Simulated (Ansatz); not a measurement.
Reaction (cleavage of the Si–Si bond): `FC[SiH2][SiH3]` + HI → `FC[SiH2]I` + SiH₄

Computed with Ansatz on PBE0-D4/def2-TZVP structures; ΔE is electronic, products minus reactants. CBS: MP2 limit from def2 TZ/QZ plus the TZ coupled-cluster correction, frozen cores. This one scheme is used for every species. DFT in def2-TZVPP. def2 core potentials past Kr. For I outer-core shells are correlated without core-valence functions, which leaves a few kJ/mol of doubt a bond. Each species was taken in one conformer, which may not be the lowest.

`FC[SiH2][SiH3]`:

Cartesian coordinates in Å:
```
F 1.227 -1.024 -1.597
C 1.460 0.162 -0.909
Si -0.171 0.851 -0.214
Si -1.262 -0.774 1.068
H 1.931 0.869 -1.600
H 2.172 -0.045 -0.103
H 0.176 2.034 0.624
H -1.038 1.304 -1.335
H -2.461 -0.185 1.723
H -1.691 -1.914 0.217
H -0.343 -1.279 2.125
```

HI:

```xyz
2

I    -0.366   -0.717    0.011
H     0.366    0.717   -0.011
```

`FC[SiH2]I`:

Z-matrix (Å, degrees):
```
C
Si 1 1.891
F 1 1.384 2 111.2
H 1 1.097 2 109.5 3 -119.8
H 1 1.095 2 111.0 3 121.1
I 2 2.435 1 110.2 3 -64.4
H 2 1.484 1 108.2 3 176.9
H 2 1.481 1 110.6 3 55.4
```

SiH₄:

Cartesian coordinates in Å:
```
Si 0.000 0.000 0.000
H 1.268 -0.246 0.732
H -1.133 -0.577 0.766
H 0.069 -0.639 -1.338
H -0.204 1.462 -0.160
```

CCSD(T)/CBS gives -0.91 eV.

Task: Another level gave -0.85 eV. Which?
A. PBE0/def2-TZVPP
B. ωB97X-V/def2-TZVPP
C. PBE-D4/def2-TZVPP
D. MP2/def2-TZVPP

Result: B. ωB97X-V -0.85, PBE0 -0.81, MP2/def2-TZVPP -0.99, PBE-D4 -0.75 eV.

Largest T1 diagnostic among the species: 0.012.

From PBE to PBE0 (25 % exact exchange), in def2-TZVPP and without D4, ΔE moves by −0.06 eV.
